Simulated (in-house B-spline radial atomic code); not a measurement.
How numerical settings move a run on the sulfur ion S⁺, [Ne] 3s2 3p3. Computed with a B-spline radial code for spherical atoms: scalar-relativistic (X2C) CAM-B3LYP, spherical fractional occupations, Fermi nucleus of rms radius 3.2611 fm.

Command:
```bash
python run_scf.py task.json out
```
Settings of the sound reference run:
```
Z                16
electrons        15
configuration    [Ne] 3s2 3p3
hamiltonian      x2c
method           camb3lyp
spin_polarised   False
nucleus          fermi
rms_radius       3.2611
mass_number      32
atomic_mass      31.97207
speed_of_light   137.036
knot_spacing     0.22
spline_order     8
gauss_points     12
box_radius       35.29
max_iterations   70
damping          0.5
damped_steps     3
diis_vectors     10
tolerance        1e-08
start            Thomas-Fermi
```

Cost of the run: 0.33 s on 1 thread of Arm Neoverse V2, with other jobs on the host.

It converges in 9 iterations to -398.612485 hartree, with 3p at -16.9959 eV. The other runs change the listed settings, some to values that make no sense; their results aren't properties of the atom or ion. Radii are in bohr (the nuclear one in fm), a minus after a letter asks for a j subshell, and «unchanged» means within 1e-8 hartree. The run stops when the residual is below 10 × tolerance × max(1, Z/10), or a noise floor if that is larger, and the energy moves by less than 1e-8 × √|E| hartree; so very loose and very tight tolerances often act alike.

| changed settings | outcome |
| --- | --- |
| first_knot = 6.25e-06 | converged in 9 iterations, energy +8.00e-07 hartree from the reference, 3p level +7.2e-07 eV |
| first_knot = 0.000625, max_iterations = 100, damping = 0.2, diis_vectors = 0, start = bare nucleus | converged in 12 iterations, energy +3.78e-05 hartree from the reference, 3p level +6.8e-07 eV |
| first_knot = 0.0625 | converged in 9 iterations, energy +3.09e-02 hartree from the reference, 3p level -5.7e-04 eV |
| tolerance = 1e-13 | converged in 9 iterations, energy unchanged |
| hamiltonian = dirac, method = hf, spin_polarised = True | stopped with error: spin polarisation is not served with the Dirac Hamiltonian |
| max_iterations = 60, diis_vectors = 4, start = bare nucleus | converged in 10 iterations, energy unchanged, 3p level +1.2e-06 eV |
| first_knot = 0.000625 | converged in 9 iterations, energy +3.78e-05 hartree from the reference, 3p level -3.8e-07 eV |
| first_knot = 0.00625 | converged in 9 iterations, energy -4.90e-05 hartree from the reference, 3p level +1.7e-06 eV |
| electrons = 18, configuration = [Ne] 3s2 3p3 4s3, max_iterations = 50 | stopped with error: shell 4s holds at most 2 electrons |
| tolerance = 1e-06 | converged in 8 iterations, energy unchanged, 3p level -1.2e-04 eV |
| damping = 0.95 | converged in 10 iterations, energy unchanged, 3p level +7.8e-07 eV |
| electrons = 19, configuration = [Ne] 3s2 3p7, max_iterations = 75 | stopped with error: shell 3p holds at most 6 electrons |
| spline_order = 7, gauss_points = 8, max_iterations = 60, start = bare nucleus | converged in 10 iterations, energy +3.15e-07 hartree from the reference, 3p level +3.5e-06 eV |
| first_knot = 0.0187 | converged in 9 iterations, energy +2.51e-03 hartree from the reference, 3p level -4.6e-05 eV |

Q: What happens with knot_spacing = 0.3, gauss_points = 8, box_radius = 70.58, first_knot = 6.25e-06, max_iterations = 100?

A: Converged in 9 iterations, energy +1.31e-06 hartree from the reference, 3p level +1.5e-05 eV.

Q: What happens with damping = 0.8?

A: Converged in 10 iterations, energy unchanged, 3p level +1.9e-06 eV.

Q: What happens with damping = 0.2?

A: Converged in 9 iterations, energy unchanged, 3p level +4.1e-06 eV.

Q: What happens with first_knot = 0.188?

A: Converged in 9 iterations, energy +2.75e-01 hartree from the reference, 3p level -5.1e-03 eV.
